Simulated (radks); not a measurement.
Values are calculated unless marked as measured or tabulated.
Task: Coherent X-ray form factor from a spherical all-electron density. Code: a radial shooting solver on a logarithmic mesh with Libxc functionals. Model: scalar-relativistic Kohn-Sham, OLYP, spin-polarised, spherical densities, point nucleus.

sin(theta)/lambda (1/angstrom),f0 (electrons)
0.05,71.061
0.1,68.595
0.15,65.308
0.2,61.754
0.25,58.204
0.3,54.770
0.4,48.426
0.5,42.911
0.6,38.200
0.8,30.664
1,25.042
1.25,20.217
1.5,17.204
2,13.620

The species is in the configuration that NIST lists as its ground one. Which atom or ion scatters so?

Result: The tantalum ion Ta+, [Xe] 4f14 5d3 6s1. Extrapolating in s^2 from the first two rows gives f0(0) = 71.9, near the electron count 72; among species with that count, the fall with angle is slower the higher Z, and the table is that of Z = 73; from so few rows the species is fixed only to a neighbour or two.
